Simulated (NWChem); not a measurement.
NH2TeBr; SMILES Br[Te]N

```xyz
5

Te     0.2839     0.8362     0.0000
Br     0.0302    -1.7013     0.0000
N     -1.5959     1.5113     0.0000
H     -2.1317     1.3065     0.8397
H     -2.1317     1.3065    -0.8397
```
Atoms are numbered in this order, from 1.

Level: PBE0/def2-SVP with def2 effective core potentials on Te (NWChem), optimised geometry, unscaled harmonic frequencies. This build's default masses of Se (78.918 u) and Br (79.917 u) are each other's, which moves their modes by up to 0.6 %. def2 effective core potentials on Te; no spin-orbit coupling.

### Question
List the harmonic frequencies with IR intensities, and the thermochemistry.

### Answer
| frequency (cm⁻¹) | IR intensity (km/mol) |
|---|---|
| 144 | 8.6 |
| 242 | 21.1 |
| 430 | 32.9 |
| 516 | 235.7 |
| 709 | 33.2 |
| 918 | 4.4 |
| 1542 | 14.8 |
| 3563 | 36.2 |
| 3682 | 52.3 |

- zero-point energy: 16.8 kcal/mol
- thermal correction to the enthalpy at 298.15 K (with zero-point energy): 20.3 kcal/mol
- heat capacity Cv: 13.6 cal/(mol K)
- entropy at 298.15 K and 1 atm (symmetry number 1): 76.0 cal/(mol K)

Rigid rotor and harmonic oscillator.
